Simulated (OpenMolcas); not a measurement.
**S: effect of the active space**

```json
{
 "Program": "OpenMolcas 26.06",
 "Method": "CASSCF or its RAS form",
 "Basis": "ANO-RCC-VQZP",
 "Scalar Hamiltonian": "DKH2, point nucleus",
 "Spin-orbit coupling": "RASSI with atomic mean-field integrals over the reference wave functions, term energies averaged over their components"
}
```

A. 4 electrons in 3 orbitals (3p); 2S+1 = 3 even, 3 roots; 2S+1 = 1 even, 6 roots; cost of the order of 2.6 core-seconds
B. 6 electrons in 4 orbitals (3s 3p); 2S+1 = 3 even, 3 roots; 2S+1 = 1 even, 6 roots; 2S+1 = 3 odd, 3 roots (0 in the spin-orbit step); cost of the order of 9 core-seconds
C. 6 electrons in 8 orbitals (3s 3p 4s 4p); 2S+1 = 3 even, 3 roots; 2S+1 = 1 even, 6 roots; 2S+1 = 3 odd, 3 roots (0 in the spin-orbit step); cost roughly 28 core-seconds
D. 4 electrons in 9 orbitals (RAS2 3p; RAS3 3d 4s, at most 1 electron); 2S+1 = 3 even, 3 roots; 2S+1 = 1 even, 6 roots; 2S+1 = 5 odd, 6 roots; 2S+1 = 3 odd, 6 roots; 2S+1 = 1 odd, 5 roots; cost about 22 core-seconds
E. 6 electrons in 9 orbitals (RAS2 3s 3p; RAS3 3d, at most 2 electrons); 2S+1 = 3 even, 3 roots; 2S+1 = 1 even, 6 roots; 2S+1 = 3 odd, 3 roots; cost of the order of 23 core-seconds

Energies in cm⁻¹ above 3s² 3p⁴ ³P₂, the measured ground level; measured values from NIST Handbook of Basic Atomic Spectroscopic Data.

| Level | A | B | C | D | E | Measured |
| --- | --- | --- | --- | --- | --- | --- |
| 3s² 3p⁴ ³P₂ | 0.0 | 0.0 | 0.0 | 0.0 | 0.0 | 0.0 |
| 3s² 3p⁴ ³P₁ | 371 | 371 | 359 | 371 | 359 | 396 |
| 3s² 3p⁴ ³P₀ | 545 | 542 | 523 | 545 | 525 | 574 |
| 3s² 3p⁴ ¹D₂ | 11729 | 11726 | 11430 | 11729 | 10959 | 9239 |
| 3s² 3p⁴ ¹S₀ | 28879 | 21439 | 20454 | 28879 | 23955 | 22180 |

Deviations, from unrounded energies. A percentage is the sum of absolute deviations over the sum of measured energies, with the sign that they share, or ± where signs differ.

```
                        Against measurement  Levels      A      B      C      D      E
             mean absolute deviation (cm-1)       4   2300    820   1000   2300    900
      fine structure of the ground term (%)       2   -5.5   -5.8   -9.0   -5.5   -8.9
other terms of the ground configuration (%)       2  +29.3  ±10.3  ±12.5  +29.3  +11.1
```

B lies closest to measurement on these levels and D furthest from it. The largest miss of B in the table is 3s² 3p⁴ ¹D₂, by +2500 cm-1. The ranking rests on the paired levels alone, and a cruder setting can come out closer through cancelling errors.

Among A to E the level of the table that moves most is 3s² 3p⁴ ¹S₀, by 8400 cm-1 (lowest in C, highest in D).

Without dynamic correlation excited terms often stand tens of per cent too high (terms of higher spin than the ground term too low), and those without a measured partner can miss by more than the paired ones. With the s shell closed, the reference lacks s² → p² mixing (holds for A; D). No level of 3s 3p⁵ was computed, though it lies in the active space (holds for B; C). Active for correlation alone: 4p 4s; no level in the range computed is led by a configuration that fills them, so any true level of that kind is missing (holds for C). Active for correlation alone: 3d; no level in the range computed is led by a configuration that fills it, so any true level of that kind is missing (holds for E). Measured partners are found by configuration, term and J. A level has none where our copy of the source lacks it or the pairing is in doubt (some pairs that miss far off the trend of their configuration count as doubtful), and it then counts in no deviation. Only configurations of the active space appear. Levels that lie high or do not pair safely by name in every column are left out.
